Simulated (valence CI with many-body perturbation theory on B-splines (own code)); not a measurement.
The numbers below are computed, except where a source is named.
## From CI to CI+MBPT in Cu XV

Method: valence CI with perturbative core correlation (CI+MBPT): five valence electrons over a frozen Dirac-Fock core [Ne], radial functions for each j: 9 s, 9 p, 8 d, 6 f, 3 g, 1 h, with the one-electron correlation potential Σ1 (screened to all orders), the two-electron term Σ2, the three-electron term Σ3, Breit, model QED; selected single and double excitations, second order for the rest (own B-spline code, finite nucleus).

No measured spectrum was set against this ion. As an estimate, levels of excited configurations hold to 0.05 to 0.15 % of their energy, terms of the ground configuration to about 0.5 %. Among the levels kept, up to 470 cm⁻¹ of a level comes from second order outside the variational space, and about a tenth of that is noise between levels of different J, which matters for small intervals.

Each rung adds one term. CI alone is the Dirac-Coulomb CI over the frozen core; QED comes last and gives the full result, which names the levels. Energies are above 3s2.3p3 4S°_3/2 on the same rung, in cm⁻¹.

Names give the largest LS component (configuration and term), which can be under half, so a name can repeat, a term be missing and a line seem to break the LS rules; names also repeat where a configuration has a term twice. Letters in brackets count levels of one name in rising energy.

```csv
Level,CI alone,+ Σ1,+ Σ2,+ Σ3,+ Breit,Full
3s2.3p3 2D°_3/2,48676,48703,48326,48110,48205,48197
3s2.3p3 2D°_5/2,58850,58936,58604,58404,58035,58062
3s2.3p3 2P°_1/2,92495,92590,92045,91682,91475,91492
3s2.3p3 2P°_3/2,107749,107946,107529,107209,106410,106479
3s.3p4 4P_5/2,338862,338152,338403,338729,338861,338054
3s.3p4 4P_3/2,356476,355842,356173,356499,356324,355563
3s.3p4 4P_1/2,363340,362724,363043,363356,363083,362333
3s.3p4 2D_3/2,421005,420379,419841,420034,419881,419194
3s.3p4 2D_5/2,426053,425473,425001,425203,424722,424043
3s2.3p2.3d 2P_3/2 [a],481018,480412,478935,478976,478376,477945
3s.3p4 2S_1/2 [a],486552,485963,484313,484244,483967,483388
3s.3p4 2S_1/2 [b],514347,513880,512532,512408,511464,510958
3s2.3p2.3d 4F_3/2,517365,516634,515555,515062,514540,514473
3s2.3p2.3d 4F_5/2,524691,524021,522972,522483,521626,521585
3s2.3p2.3d 4F_7/2,535610,535017,534013,533535,532228,532218
3s2.3p2.3d 2F_5/2 [a],539687,539021,537859,537342,536372,536334
3s2.3p2.3d 4F_9/2,548020,547500,546522,546029,544214,544230
3s2.3p2.3d 2F_7/2 [a],547875,547270,546129,545613,544332,544313
3s2.3p2.3d 4D_1/2,548163,547540,546350,545831,544892,544843
3s2.3p2.3d 4D_3/2,549727,549107,547925,547386,546341,546306
3s2.3p2.3d 4D_5/2,558011,557455,556321,555781,554336,554334
3s2.3p2.3d 4D_7/2,575521,575067,574016,573492,571482,571526
3s2.3p2.3d 2G_7/2,607146,606599,605326,604409,603014,603015
3s2.3p2.3d 2P_3/2 [b],615590,614988,609889,609035,608463,608037
3s2.3p2.3d 2G_9/2,614041,613591,612376,611461,609623,609647
3s2.3p2.3d 4P_5/2,627621,627014,622263,621116,619972,619869
3s2.3p2.3d 4P_3/2,633932,633315,628824,627671,626604,626508
3s2.3p2.3d 4P_1/2 [a],635210,634641,629922,628921,627916,627703
3s2.3p2.3d 4P_1/2 [b],642072,641519,636568,635597,634417,634193
3s2.3p2.3d 2D_3/2 [a],644332,643777,641527,640278,639175,639122
3s2.3p2.3d 2D_5/2 [a],663274,662792,659429,658185,656675,656601
```

Problem. How does the ionisation energy move along the ladder, and which term matters most?

Solution. CI alone 478.03, + Σ1 478.67, + Σ2 478.55, + Σ3 478.32, + Breit 478.23, + QED 478.23 eV. The largest step is Σ1, 0.64 eV. NIST lists 483.1 ± 0.9 eV (semi-empirical), further off than its uncertainty and the later steps.
